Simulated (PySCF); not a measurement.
# Reading the logs of faulty runs: BCH7NSi

These are calculations, not measurements. They come from PySCF 2.14.0, an open-source quantum chemistry program, on an isolated molecule that a program drew, which may never have been made. The molecule is BCH7NSi (charge 0, doublet), drawn as the SMILES string `B[CH][SiH2]N`.

Each row is a Hartree-Fock (HF) and frozen-core CCSD(T) single point in the cc-pV(D+d)Z basis, meant for a local HF minimum. Run 1 is clean. Each other run has one planted mistake out of seven kinds, and not every kind appears here: one electron removed, one electron added, multiplicity raised by two, geometry at a saddle point, minimal basis STO-3G, one bond length entered in bohr, all coordinates scaled. The reference is restricted for singlets and unrestricted otherwise, and also for a bond in bohr. Adding or removing an electron swaps singlet and doublet. Electrons count all cores. HOMO and LUMO are orbital energies over both spins, the gradient is its largest component, and the lowest frequency (negative if imaginary) is given only where the gradient is small. Bond lengths are over the 10 bonds as drawn. T1 is the CCSD diagnostic: over 0.02 (restricted) or 0.045 (unrestricted) a single reference is doubtful.

Geometry of the clean run:
```xyz
11
BCH7NSi, angstrom
B     0.6466    1.2775    1.5078
C     1.1352   -0.0868    0.9559
Si    0.6794   -1.7833    1.6059
N     0.6886   -2.9174    0.3046
H    -0.1765    1.3252    2.3829
H     1.0822    2.3094    1.0717
H     1.8447   -0.0766    0.1279
H     1.6914   -2.2559    2.5816
H    -0.6150   -1.6625    2.3253
H     0.7180   -3.8949    0.5310
H     0.0671   -2.7730   -0.4704
```

```
run  electrons  basis functions  <S^2>  HOMO (eV)  LUMO (eV)  gradient (hartree/bohr)  lowest frequency (cm^-1)  mean bond (Å)  longest bond (Å)      T1  HF (hartree)  CCSD(T) (hartree)               mistake
  1         39              100  0.757     -10.58       0.71                  5.1e-06                        33         1.3621             1.873  0.0125    -409.99985         -410.53873              no fault
  2         38              100  0.000     -15.67      -7.69                  7.1e-02                         -         1.3621             1.873  0.0547    -409.66409         -410.18820  one electron removed
  3         39              100  0.756     -10.67       0.64                  4.3e-02                         -         1.3076             1.798  0.0120    -409.98209         -410.51501                     ?
  4         40              100  0.000      -1.88       8.54                  6.6e-02                         -         1.3621             1.873  0.0135    -410.01215         -410.60192                     ?
```

**Which mistake was planted in run 3, and what did it cost?**

The mean and the longest bond both change by the same factor, 0.960, and the gradient is no longer small. So the mistake is: all coordinates scaled. Subtracting run 1 and multiplying by 627.51 kcal/mol a hartree, the energy moved by 11.1 kcal/mol in HF and 14.9 kcal/mol in CCSD(T).

**Which mistake was planted in run 4, and what did it cost?**

It counts 40 electrons, one more than the clean run, at the same geometry and basis. So the mistake is: one electron added. Subtracting run 1 and multiplying by 627.51 kcal/mol a hartree, the energy moved by -7.7 kcal/mol in HF and -39.7 kcal/mol in CCSD(T).

Cautions from the logs. Run 2: T1 is over the limit, so its CCSD(T) energy is less reliable.
